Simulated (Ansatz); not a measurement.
## Relaxing a trial structure of CH8B2Sn

The starting geometry of this gas-phase singlet was optimised with GFN2-xTB; its bonds are those of `B[B](C)[SnH3]`.

```yaml
atoms:
  - { symbol: C, position_ang: [0.2992, -2.0440, 0.5225] }
  - { symbol: B, position_ang: [0.0083, 0.6867, -0.3809] }
  - { symbol: B, position_ang: [0.6854, -0.5307, 0.4039] }
  - { symbol: Sn, position_ang: [2.4874, 0.0414, 1.5928] }
  - { symbol: H, position_ang: [-0.8036, 1.3747, 0.1131] }
  - { symbol: H, position_ang: [0.3470, 1.0223, -1.4526] }
  - { symbol: H, position_ang: [1.1589, -2.7089, 0.4272] }
  - { symbol: H, position_ang: [-0.0919, -2.2216, 1.5271] }
  - { symbol: H, position_ang: [-0.4618, -2.3720, -0.1833] }
  - { symbol: H, position_ang: [2.9546, -1.1250, 2.7071] }
  - { symbol: H, position_ang: [2.4452, 1.4279, 2.5280] }
  - { symbol: H, position_ang: [3.9031, 0.2666, 0.7291] }
```

Q: Predict what becomes of its bonds when it is optimised with PBE-D3(BJ)/def2-SVP.

A: A new bond forms, giving a structure given below by its coordinates. Distances that change by over a tenth: B3–Sn4 (2.23 → 2.64 Å). Contacts that close: B2–Sn4 (3.23 → 2.42 Å).

The energy falls by 0.55 eV over 39 steps:

```
step  E − E(last) (eV)
   1             0.552
   5             0.198
   9             0.047
  14             0.010
  18             0.002
  22             0.001
  26             0.000
  31             0.000
  35             0.000
  39             0.000
```

Final geometry (Å):

```xyz
12

C     0.3307   -2.3303    0.3186
B     0.2827    0.7569    0.0872
B     0.2786   -0.8039    0.1849
Sn    2.2528    0.4038    1.4534
H    -0.4083    1.4176    0.8497
H     0.7774    1.3046   -0.8881
H     1.2957   -2.7173   -0.0762
H     0.2889   -2.6219    1.3911
H    -0.4998   -2.8320   -0.2185
H     1.9929   -0.3257    3.0101
H     2.7782    2.0297    1.7142
H     3.5618   -0.4638    0.7076
```

Frequencies at the end are all real (lowest 54 cm⁻¹). Atoms past krypton carry core potentials, without spin–orbit terms. Run with Ansatz 0.2.0, 62 s on 2 threads of Arm Neoverse V1, with other jobs on the host.
